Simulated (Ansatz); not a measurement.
Geometry optimisation, Ansatz, UKS B3LYP-D4/STO-3G.

The input (input.yaml):

```yaml
crystal:
  periodic: [false, false, false]
  atoms:
    - { symbol: C, position_ang: [-1.0503, 1.1353, -0.9978] }
    - { symbol: "N", position_ang: [0.1427, 0.9718, -0.7651] }
    - { symbol: B, position_ang: [0.6069, -0.0085, 0.2628] }
    - { symbol: "N", position_ang: [-0.2684, -0.8275, 1.096] }
    - { symbol: O, position_ang: [2.0779, -0.1501, 0.4938] }
    - { symbol: H, position_ang: [-1.8844, 0.6696, -0.4754] }
    - { symbol: H, position_ang: [-1.3544, 1.9025, -1.7657] }
    - { symbol: H, position_ang: [-0.7729, -1.4822, 0.4339] }
    - { symbol: H, position_ang: [0.2178, -1.4049, 1.8061] }
    - { symbol: H, position_ang: [2.3682, -0.857, -0.0857] }
magnetization:
  spin_polarized: true
basis:
  gaussian: { orbitals: STO-3G }
hamiltonian:
  xc: b3lyp
  dispersion: d4
relax:
  f_tol: 0.02
  max_steps: 40
```

Run as:

```bash
$ ansatz run input.yaml --threads 1 --pin off --max-ram 2048MiB --backend cpu --events-out ev --progress --plain --runs-dir out
```

Problem. Where does it end, and by what steps?

Solution. The forces met the threshold. The force dipped under the threshold on the way, but the program's further checks kept it going. Limits of this set-up: minimal basis. After 32 steps the energy has fallen by 1.997 eV; H6 moved furthest, 1.65 Å.

| step | energy less start (eV) | largest force component (eV/Å) | accepted |
| --- | --- | --- | --- |
| 0 | 0.0000 | 6.665 | yes |
| 2 | -0.8346 | 1.638 | yes |
| 4 | -1.4306 | 1.261 | yes |
| 6 | -1.8222 | 0.572 | yes |
| 8 | -1.8847 | 0.767 | yes |
| 10 | -1.9173 | 0.745 | yes |
| 12 | -1.9486 | 0.260 | yes |
| 14 | -1.9705 | 0.184 | yes |
| 16 | -1.9779 | 0.700 | yes |
| 18 | -1.9878 | 0.187 | yes |
| 20 | -1.9917 | 0.091 | yes |
| 22 | -1.9945 | 0.154 | yes |
| 24 | -1.9955 | 0.050 | yes |
| 26 | -1.9963 | 0.056 | yes |
| 28 | -1.9967 | 0.032 | yes |
| 30 | -1.9968 | 0.018 | yes |
| 32 | -1.9969 | 0.012 | yes |

```xyz
10
Properties=species:S:1:pos:R:3
C -0.978 1.391 -0.961
N -0.322 0.280 -1.085
B 0.484 -0.287 0.040
N -0.005 -1.442 0.699
O 1.707 0.306 0.298
H -1.041 2.018 -0.043
H -1.550 1.793 -1.823
H -0.909 -1.883 0.453
H 0.509 -1.970 1.428
H 2.188 -0.258 0.997
```

Whether the end is a true minimum wasn't checked by a vibrational analysis.

Run time: 110 s on 1 CPU thread of a shared host.
